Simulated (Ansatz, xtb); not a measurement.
## Relative energy of two isomers of C2H13NSi3

We compare a, `CC[SiH2]N([SiH3])[SiH3]`, a singlet, with b, `C[SiH](C)N([SiH3])[SiH3]`, a singlet. Both are isolated molecules in the gas phase, relaxed with B3LYP/def2-SVP, each in the lowest conformer that the search found.

Estimate E(b) − E(a) at the level CCSD(T)/def2-SVP + ΔMP2/def2-TZVPP.

Calculated at CCSD(T)/def2-SVP + ΔMP2/def2-TZVPP: E(b) − E(a) = −52.0 kJ/mol, so structure b lies lower.

How the difference moves with the method:

```json
{"level": "GFN2-xTB", "geometry": "GFN2-xTB", "E(b) − E(a) (kJ/mol)": "+17.4", "departure from the last row (kJ/mol)": "+69.4", "job, with rough time for the two": "optimisation, 0.55 s"}
{"level": "HF/STO-3G", "geometry": "GFN2-xTB", "E(b) − E(a) (kJ/mol)": "−49.4", "departure from the last row (kJ/mol)": "+2.7", "job, with rough time for the two": "single point, 0.5 s"}
{"level": "r2SCAN-D4/def2-SVP", "geometry": "GFN2-xTB", "E(b) − E(a) (kJ/mol)": "−52.1", "departure from the last row (kJ/mol)": "−0.1", "job, with rough time for the two": "single point, 5.3 s"}
{"level": "B3LYP/def2-SVP", "geometry": "B3LYP/def2-SVP", "E(b) − E(a) (kJ/mol)": "−43.1", "departure from the last row (kJ/mol)": "+8.9", "job, with rough time for the two": "optimisation, 2 min"}
{"level": "HF/def2-SVP", "geometry": "B3LYP/def2-SVP", "E(b) − E(a) (kJ/mol)": "−39.6", "departure from the last row (kJ/mol)": "+12.5", "job, with rough time for the two": "part of the CCSD(T) run"}
{"level": "MP2/def2-SVP", "geometry": "B3LYP/def2-SVP", "E(b) − E(a) (kJ/mol)": "−43.4", "departure from the last row (kJ/mol)": "+8.7", "job, with rough time for the two": "part of the CCSD(T) run"}
{"level": "CCSD(T)/def2-SVP", "geometry": "B3LYP/def2-SVP", "E(b) − E(a) (kJ/mol)": "−39.9", "departure from the last row (kJ/mol)": "+12.2", "job, with rough time for the two": "single point"}
{"level": "CCSD(T)/def2-SVP + ΔMP2/def2-TZVPP", "geometry": "B3LYP/def2-SVP", "E(b) − E(a) (kJ/mol)": "−52.0", "departure from the last row (kJ/mol)": "", "job, with rough time for the two": "single point, 93 s"}
```

As drawn, b has 1 C–Si, 1 C–H in place of 1 C–C, 1 Si–H.

GFN2-xTB puts the two in the other order. The largest departure from CCSD(T)/def2-SVP + ΔMP2/def2-TZVPP is that of GFN2-xTB, 69.4 kJ/mol. A small imaginary or near-zero mode remains, so no thermal terms are given. The last row adds to CCSD(T) the change of the MP2 difference between the two basis sets, here −12.2 kJ/mol.

The correlated steps freeze 18 core orbitals. Run with Ansatz 0.2.0, xtb 6.7.1; the last row on 4 threads of Arm Neoverse V1 on a shared host.
